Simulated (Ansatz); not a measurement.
`BrCI` → `Br[CH]I`• + H• at 700 K and 1 bar (homolysis of the C–H bond).

Gas-phase electronic energies from Ansatz, PBE0-D4/def2-TZVP geometries. CBS: MP2 limit from def2 TZ/QZ plus the TZ coupled-cluster correction, frozen cores. This one scheme is used for every species, atoms too. Open shells (•) are unrestricted, without spin–orbit coupling. def2 core potentials past Kr. Bonds to Br, I are less sure, by a few kJ/mol each and by 10 to 20 or more in all where they break to atoms, as the def2 sets lack core-valence functions. Scalar relativity is left out up to krypton.

```json
{"species": "`BrCI`", "CCSD(T)/CBS energy (Eh)": "-2910.00605", "H − E (kJ/mol)": "113.5", "S (J/(mol·K))": "364.6"}
{"species": "`Br[CH]I`•", "CCSD(T)/CBS energy (Eh)": "-2909.33888", "H − E (kJ/mol)": "76.4", "S (J/(mol·K))": "368.4"}
{"species": "H•", "CCSD(T)/CBS energy (Eh)": "-0.50000", "H − E (kJ/mol)": "14.6", "S (J/(mol·K))": "132.5"}
```

H − E and S are ideal-gas, rigid-rotor, harmonic terms from PBE0-D4/def2-TZVP, for one conformer and one mirror image of each species, with the whole ground term of open shells counted as degenerate. 1 Eh = 2625.50 kJ/mol, R = 8.31446 J/(mol·K).

By hand: ΔE, ΔH, ΔS and ΔG.

ΔE = (-2909.33888) + (-0.50000) − (-2910.00605) = 0.16717 Eh = 438.9 kJ/mol. Δ(H − E) = 76.4 + 14.6 − 113.5 = -22.5, so ΔH = 416.4 kJ/mol. ΔS = 368.4 + 132.5 − 364.6 = 136.3 J/(mol·K). ΔG = 416.4 − 700 × (136.3)/1000 = 321.0 kJ/mol.

By hand: the equilibrium constant, and the temperature at which ΔG would vanish if ΔH and ΔS stayed fixed.

log₁₀ K = −ΔG/(RT ln 10) = -24.0. ΔG = 0 at ΔH/ΔS = 3055 K, far beyond where these terms or the molecules hold.

The number of gas molecules changes by +1, which sets the sign of ΔS. A doubt of 5 kJ/mol in ΔE shifts log₁₀ K by 0.4 here. Other conformers and mirror images would add mixing entropy, several J/(mol·K) or more a flexible species. These are equilibria of isolated gas molecules and say nothing of rates. Largest T1 diagnostic: 0.014 (customary marks: 0.02 for closed shells, 0.045 for open ones).
